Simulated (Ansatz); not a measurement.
Species: CH6Si2, SMILES `C=[SiH][SiH3]` (charge 0, multiplicity 1).

### Question
Give a relaxed geometry from PBE0-D3(BJ)/def2-TZVP (Ansatz, a first-principles code).

### Answer
the end point of this relaxation (outside a Z-matrix the atoms follow the SMILES, hydrogens last).
Bond lengths (Å): C1–Si2 1.707, C1–H4 1.084, C1–H5 1.084, Si2–Si3 2.321, Si2–H6 1.484, Si3–H7 1.485, Si3–H8 1.487, Si3–H9 1.487. Angles (°): Si2–C1–H4 123.0, Si2–C1–H5 121.5, H4–C1–H5 115.5, C1–Si2–Si3 121.5, C1–Si2–H6 119.8, Si3–Si2–H6 118.6, Si2–Si3–H7 108.0, Si2–Si3–H8 110.8, Si2–Si3–H9 110.7, H7–Si3–H8 109.6, H7–Si3–H9 109.6, H8–Si3–H9 108.2.
